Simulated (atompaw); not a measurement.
**Pseudopotential generation for Sr (Z = 38): PAW (atompaw), LDA (PW92), scalar-relativistic.**

strontium, PAW, made with atompaw 4.2.0.5 (LDA (PW92), scalar-relativistic). Core [Ar] 3d10, reference 4s2 4p6 4d0 5s2 5p0. Waves: 4s (bound); 5s (bound); 4p (bound); 5p (bound, empty); 4d (bound, empty); 4d channel at 3.15 Ry. Local part: ultrasoft scheme with l = 3 at 1 Ry, radius 2.00 bohr. Core correction: smooth core density matched at 1.25 bohr. Augmentation charge: sinc compensation charge, radius 2.20 bohr; PAW radius 2.40 bohr; waves and projectors: bloechl.

All-electron outer shells of the reference configuration (LDA (PW92), scalar-relativistic, ld1.x):

```
shell  level (eV)  outermost node (bohr)  outermost maximum (bohr)
   3p     -255.74                   0.19                      0.43
   3d     -128.23                      –                      0.38
   4s      -40.92                   0.59                      1.19
   4p      -22.86                   0.61                      1.32
   5s       -3.64                   1.65                      3.62
   4d       -1.40                   0.65                      2.14
   5p       -1.32                   1.96                      4.89
```

Results:

| Property | Result |
| --- | --- |
| Cutoffs needed | 25 Ry and 35 Ry (the cutoffs (Ry, on a coarse ladder) from which the occupation-weighted sum of valence levels, in a spherical-Bessel basis at the reference potential, stays within 10 and 1 mRy of its value at 400 Ry) |
| Ghost test | no extra level below or beside the all-electron valence levels (s, p, d, f tested) (spherical-Bessel basis up to 400 Ry, 20 bohr box) |
| Lowest eigenvalue of the overlap operator | 0.43 (s channel) |
| Overlap eigenvalues printed by atompaw (projector basis) | 0.263, 0.455, 0.805, 3.39, 6.99, 12.2 |
| Share of each valence orbital outside the PAW sphere | 4s 3 %, 5s 92 %, 4p 9 %, 5p 97 %, 4d 66 % |

Generation and tests took about 5.2 s on one core of a shared server CPU.
